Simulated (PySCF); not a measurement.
PySCF input (M06-2X/def2-TZVPD):

```python
from pyscf import gto, scf, dft

mol = gto.M(
    atom='''
    B     0.03941277    0.01004859   -0.00369542
    N     1.49189406    0.09399543   -0.17175893
    N    -0.60221362   -1.24190760    0.22271853
    N    -0.69452148    1.21605428   -0.13536449
    H     2.01071924   -0.43233212    0.53387136
    H    -0.08397302   -2.10029770    0.28301268
    H    -1.58549939   -1.38622622    0.06654916
    H    -0.23121413    2.08236150   -0.34444368
    H    -1.67320935    1.30925674    0.07032175
    ''',
    basis='def2-tzvpd',
    charge=0,
    spin=1,
    verbose=4,
)

mf = dft.UKS(mol, xc='m062x').density_fit(auxbasis='def2-universal-jkfit')
mf.grids.level = 4
mf.conv_tol = 1e-9
mf.max_cycle = 100
mf.max_memory = 1500
mf.kernel()
if not mf.converged:
    mf = mf.newton()
    mf.kernel(mf.make_rdm1())
for _ in range(2):
    mo, _, stable, _ = mf.stability(return_status=True)
    if stable:
        break
    mf.kernel(mf.make_rdm1(mo, mf.mo_occ))
mf.analyze()
```

End of the output:

```
Extra cycle  E= -192.157555800729  delta_E= -4.27e-11  |g|= 8.66e-06  |ddm|= 1.91e-05
converged SCF energy = -192.157555800729  <S^2> = 0.75430828  2S+1 = 2.0043037
uhf_internal: lowest eigs of H = [0.09792063 0.26844814 0.37654821]
<class 'pyscf.df.df_jk.DFUKS'> wavefunction is stable in the internal stability analysis
**** SCF Summaries ****
Total Energy =                        -192.157555800729426
Nuclear Repulsion Energy =             108.720225930740924
One-electron Energy =                 -475.098029306921319
Two-electron Energy =                  174.220247575450969
Two-electron Coulomb Energy =          200.868763580027235
DFT Exchange-Correlation Energy =      -26.648516004576265
HOMO-LUMO gap [eV] =                     6.781716992689628
**** MO energy ****
                             alpha | beta                alpha | beta
MO #1   energy= -14.7443208047367  | -14.7346387992305  occ= 1 | 1
MO #2   energy= -14.7270089741105  | -14.7262460286515  occ= 1 | 1
MO #3   energy= -14.7231825079892  | -14.7224356781168  occ= 1 | 1
MO #4   energy= -7.04834829568524  | -7.0488379413562   occ= 1 | 1
MO #5   energy= -0.986944096333836 | -0.978544014728065 occ= 1 | 1
MO #6   energy= -0.943303234771189 | -0.940328970105424 occ= 1 | 1
MO #7   energy= -0.922078938613584 | -0.868154446498135 occ= 1 | 1
MO #8   energy= -0.603033926877014 | -0.599509643238788 occ= 1 | 1
MO #9   energy= -0.587289861579826 | -0.582477604563335 occ= 1 | 1
MO #10  energy= -0.567634448441602 | -0.562962858232867 occ= 1 | 1
MO #11  energy= -0.504443049539674 | -0.499090171089845 occ= 1 | 1
MO #12  energy= -0.486052485852239 | -0.470352112391849 occ= 1 | 1
MO #13  energy= -0.414960424990619 | -0.393424496888573 occ= 1 | 1
MO #14  energy= -0.366647074299481 | -0.332348373460279 occ= 1 | 1
MO #15  energy= -0.33885640849846  | -0.308745237630818 occ= 1 | 1
MO #16  energy= -0.316268130572659 | -0.0595217328925752 occ= 1 | 0
MO #17  energy= 0.000277987029337012 | -0.00153919283253146 occ= 0 | 0
MO #18  energy= 0.0419321866716166 | 0.042285803401112  occ= 0 | 0
MO #19  energy= 0.0494629047267843 | 0.0499125276311518 occ= 0 | 0
MO #20  energy= 0.076569983251964  | 0.0766319994886475 occ= 0 | 0
MO #21  energy= 0.0848167880628339 | 0.0833587451320047 occ= 0 | 0
MO #22  energy= 0.104244196939379  | 0.102936016844246  occ= 0 | 0
MO #23  energy= 0.118637131916154  | 0.113595547776075  occ= 0 | 0
MO #24  energy= 0.122326257074534  | 0.12420874181991   occ= 0 | 0
MO #25  energy= 0.127767512902726  | 0.131806569988779  occ= 0 | 0
MO #26  energy= 0.138217965029543  | 0.136281696122597  occ= 0 | 0
MO #27  energy= 0.144656887035832  | 0.141020074628815  occ= 0 | 0
MO #28  energy= 0.152224217456591  | 0.152074233700812  occ= 0 | 0
MO #29  energy= 0.171452233481752  | 0.171720319810564  occ= 0 | 0
MO #30  energy= 0.196027334633846  | 0.197208565541764  occ= 0 | 0
MO #31  energy= 0.20040508237604   | 0.200056204824345  occ= 0 | 0
MO #32  energy= 0.207158574496414  | 0.20314403697612   occ= 0 | 0
MO #33  energy= 0.211863767173004  | 0.206472652132783  occ= 0 | 0
MO #34  energy= 0.22715170437682   | 0.22261095995443   occ= 0 | 0
MO #35  energy= 0.240541638098348  | 0.236605934513403  occ= 0 | 0
MO #36  energy= 0.260243158087687  | 0.260748554658785  occ= 0 | 0
MO #37  energy= 0.262894130496244  | 0.26329077204786   occ= 0 | 0
MO #38  energy= 0.28036668647856   | 0.274433295075408  occ= 0 | 0
MO #39  energy= 0.28246899906854   | 0.28157262097685   occ= 0 | 0
MO #40  energy= 0.284526856479819  | 0.285484333672737  occ= 0 | 0
MO #41  energy= 0.290032606037152  | 0.290828964903409  occ= 0 | 0
MO #42  energy= 0.307024302039556  | 0.306288406655918  occ= 0 | 0
MO #43  energy= 0.310065216731773  | 0.309263929450502  occ= 0 | 0
MO #44  energy= 0.311418819510336  | 0.310968461704993  occ= 0 | 0
MO #45  energy= 0.322383366214671  | 0.32085685631819   occ= 0 | 0
MO #46  energy= 0.334649829842339  | 0.328961665772045  occ= 0 | 0
MO #47  energy= 0.336478122126558  | 0.336046422523278  occ= 0 | 0
MO #48  energy= 0.347582355277441  | 0.341574403099963  occ= 0 | 0
MO #49  energy= 0.363222593463475  | 0.360768892046304  occ= 0 | 0
MO #50  energy= 0.377582795254053  | 0.374820817419162  occ= 0 | 0
MO #51  energy= 0.391037797883033  | 0.39023923768201   occ= 0 | 0
MO #52  energy= 0.412815604674414  | 0.41251814403251   occ= 0 | 0
MO #53  energy= 0.416848760665013  | 0.417246327577502  occ= 0 | 0
MO #54  energy= 0.431222972835415  | 0.429381471484625  occ= 0 | 0
MO #55  energy= 0.447245973795889  | 0.449578653567963  occ= 0 | 0
MO #56  energy= 0.462873084360734  | 0.461946422478102  occ= 0 | 0
MO #57  energy= 0.47292902416793   | 0.469695822138816  occ= 0 | 0
MO #58  energy= 0.497289486935792  | 0.495193754801964  occ= 0 | 0
MO #59  energy= 0.509041018492539  | 0.509526687743341  occ= 0 | 0
MO #60  energy= 0.515154549783734  | 0.511342533742973  occ= 0 | 0
MO #61  energy= 0.520980723369743  | 0.51582337385262   occ= 0 | 0
MO #62  energy= 0.549614642490106  | 0.546946382899817  occ= 0 | 0
MO #63  energy= 0.565869265847957  | 0.560925616180458  occ= 0 | 0
MO #64  energy= 0.568870029850314  | 0.569212864964491  occ= 0 | 0
MO #65  energy= 0.582951629767182  | 0.584902927870488  occ= 0 | 0
MO #66  energy= 0.611956439387173  | 0.60730363005176   occ= 0 | 0
MO #67  energy= 0.614670653219608  | 0.616801523766903  occ= 0 | 0
MO #68  energy= 0.623127686516241  | 0.625340705056457  occ= 0 | 0
MO #69  energy= 0.644932065552457  | 0.645615556808927  occ= 0 | 0
MO #70  energy= 0.669143091881695  | 0.665166517603522  occ= 0 | 0
MO #71  energy= 0.681026326262323  | 0.678243179365803  occ= 0 | 0
MO #72  energy= 0.706800949127791  | 0.7079525680802    occ= 0 | 0
MO #73  energy= 0.717301995859806  | 0.721161048402127  occ= 0 | 0
MO #74  energy= 0.754661832843187  | 0.754534128914457  occ= 0 | 0
MO #75  energy= 0.779886207178517  | 0.774031346593043  occ= 0 | 0
MO #76  energy= 0.785961031417933  | 0.778967324565452  occ= 0 | 0
MO #77  energy= 0.821969602900772  | 0.820466540258719  occ= 0 | 0
MO #78  energy= 0.824389279772132  | 0.82433769006042   occ= 0 | 0
MO #79  energy= 0.84166271844707   | 0.840735082313465  occ= 0 | 0
MO #80  energy= 0.861556078884297  | 0.862361649589205  occ= 0 | 0
MO #81  energy= 0.888143133454639  | 0.88813102879965   occ= 0 | 0
MO #82  energy= 0.90753116915539   | 0.905513035348683  occ= 0 | 0
MO #83  energy= 0.922243668563849  | 0.915541869418262  occ= 0 | 0
MO #84  energy= 0.937525247060543  | 0.93217905133945   occ= 0 | 0
MO #85  energy= 0.975283772786279  | 0.973090443325589  occ= 0 | 0
MO #86  energy= 0.988453925089748  | 0.987337247451834  occ= 0 | 0
MO #87  energy= 1.01493231688062   | 1.01004420032435   occ= 0 | 0
MO #88  energy= 1.02877970939913   | 1.02719310939923   occ= 0 | 0
MO #89  energy= 1.16086075427808   | 1.16398019807827   occ= 0 | 0
MO #90  energy= 1.20327997845399   | 1.20434166083183   occ= 0 | 0
MO #91  energy= 1.25853710619403   | 1.25652360897862   occ= 0 | 0
MO #92  energy= 1.2822396831594    | 1.27990744221288   occ= 0 | 0
MO #93  energy= 1.34521186058938   | 1.34634681988081   occ= 0 | 0
MO #94  energy= 1.3517071345776    | 1.35844413578159   occ= 0 | 0
MO #95  energy= 1.38613306031999   | 1.39063358102066   occ= 0 | 0
MO #96  energy= 1.39081185026797   | 1.39413762002264   occ= 0 | 0
MO #97  energy= 1.40829800616421   | 1.41097659387729   occ= 0 | 0
MO #98  energy= 1.42839746992714   | 1.42715878330382   occ= 0 | 0
MO #99  energy= 1.47625613047914   | 1.47681418463797   occ= 0 | 0
MO #100 energy= 1.51237052976047   | 1.51537146411668   occ= 0 | 0
MO #101 energy= 1.54690588621738   | 1.55296996021119   occ= 0 | 0
MO #102 energy= 1.55485533460382   | 1.55786283926393   occ= 0 | 0
MO #103 energy= 1.59826926416545   | 1.60077720549974   occ= 0 | 0
MO #104 energy= 1.62438877561732   | 1.62930127560965   occ= 0 | 0
[...]
```

It need not be the lowest isomer of its formula.
